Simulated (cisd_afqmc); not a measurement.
Input (AFQMC/CISD/def2-TZVPP; cisd_afqmc is a phaseless AFQMC code with CISD trial states that reads the integrals written by Ansatz):

Ansatz 0.2 input:
```python
import cisd_afqmc

open("ham.yaml", "w").write("""\
crystal:
  periodic: [false, false, false]
  atoms:
    - {symbol: Si, position_ang: [-0.00000000, -0.00000000, -1.51599915]}
    - {symbol: Br, position_ang: [0.00000000, 0.00000000, 0.60639966]}
basis:
  gaussian:
    orbitals: def2-TZVPP
total_charge: 1
magnetization: {spin_polarized: false}
correlation: {method: ccsd, electrons: outside_noble_gas, hamiltonian_folder: ham}
""")
rep = cisd_afqmc.ansatz("ham.yaml")
e_ccsd = rep["correlation"]["coupled_cluster"]["energy"]["hartree"]
out = cisd_afqmc.run("ham", e_ccsd, trial="CISD", walkers=100, populations=8, threads=8, dt=0.0025, steps=80, early=24, settle=10, least=32,
    cut=5e-5, rank_cut=2e-4, target=0.0004, seconds=1500, seed=2, memory=17280, gpu=False)
```

Output:

```
orbitals 71, occupied [5], factors 427 of 577, rank of the doubles 140 of 330
E(HF) = -2861.085781
E(CCSD) on the cut factors = -2861.341280, shift to the whole factors -0.000004
Energy of the trial state on the determinant = -2861.341241
  tau behind 7.2 of longer steps, mean of the populations' last blocks
   2.0  -2861.35532
   4.0  -2861.35495
   6.0  -2861.35641
   8.0  -2861.35484
  10.0  -2861.35526
  12.0  -2861.35625
blocks 537 (0 outliers left out), error by blocks joined: 1: 0.00017, 2: 0.00022, 4: 0.00029, 8: 0.00034, 16: 0.00039
E(AFQMC/CISD) = -2861.35533 +/- 0.00039
```
